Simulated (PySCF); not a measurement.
Ions at one geometry of [Pb(CH3)2]2+

PySCF 2.14.0, RKS PBE0, Pb def2-SVP with ECP60, C def2-SVP, H def2-SVP; non-relativistic Hamiltonian with scalar-relativistic core potentials where named; density fitting; no spin-orbit coupling; singlets restricted, open shells unrestricted. The geometry is relaxed for charge +2, singlet, vacuum:

```xyz
9

Pb    0.0000    0.0000    0.7778
C     2.2275    0.0000    0.7760
H     2.5046    0.0000   -0.2928
H     2.5074    0.9253    1.3096
H     2.5074   -0.9253    1.3096
C    -2.2275    0.0000    0.7760
H    -2.5046    0.0000   -0.2928
H    -2.5074   -0.9253    1.3096
H    -2.5074    0.9253    1.3096
```

Energies count from the relaxed state; an electron taken off or put on is at rest in vacuum. Charges and spins are Mulliken's.

```tsv
state	energy (eV)	spin squared	charge on Pb1 (e)	spin on Pb1 (e)	dipole about the centre of mass (D)
charge +2, singlet, vacuum	0.00	0.00	1.23	0.00	0.01
charge +3, doublet, vacuum	21.94	0.76	1.53	0.26	0.01
```

**Question.** What does the state charge +1, doublet, vacuum give?

**Answer.** energy (eV) -11.72, spin squared 0.75, charge on Pb1 (e) 0.52, spin on Pb1 (e) 1.04, dipole about the centre of mass (D) 0.04.

With an electron taken off (doublet) the charges change, summed by element, by Pb +0.30 e, C +0.26 e, H +0.44 e. The vertical ionisation energy is 21.94 eV, against −ε(HOMO) = 19.75 eV of the relaxed state. The level lies 2.2 eV too high, as is usual for semilocal functionals and global hybrids, which keep a self-interaction error.

With an electron put on (doublet) the charges change, summed by element, by Pb -0.72 e, C +0.02 e, H -0.31 e. The vertical electron affinity is 11.72 eV, against −ε(LUMO) = 13.76 eV of the relaxed state.

Open shells may have lower solutions than those found.
